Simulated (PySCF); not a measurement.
F₄Te, charge -1, multiplicity 2. Atoms are numbered in the order given.

```xyz
5

Te     0.0000     0.0000     0.3449
F      0.0000    -1.2730    -1.2311
F      2.0506     0.0000     0.2347
F      0.0000     1.2730    -1.2311
F     -2.0506     0.0000     0.2347
```
Charge -1, spin multiplicity 2.

The structure is a stationary point at B3LYP-D3(BJ)/def2-SVPD. The multiplicity is an assumed one; other spin states were not compared. The isomer is the one that the SMILES or the coordinates give; other isomers of the formula were not compared. The def2 effective core potentials stand for the cores of Te; spin–orbit coupling is left out.

The numbers are results of ωB97X/def2-SVPD (PySCF), not measurements.

Isolated molecule, no solvent.

```
Item                                                               Result
------------------------------------------------  -----------------------
total energy                                           -667.16386 hartree
point group                                                           C2v
α spin, highest occupied and lowest empty level         -3.18 and 4.38 eV
β spin, highest occupied and lowest empty level         -6.75 and 3.72 eV
dipole moment about the centre of nuclear charge                   3.74 D
mean static polarisability                           55.2 bohr³ (8.18 Å³)
polarisability, principal values                   52.8, 54.2, 58.6 bohr³
⟨S²⟩                                              0.754 (pure state 0.75)
```
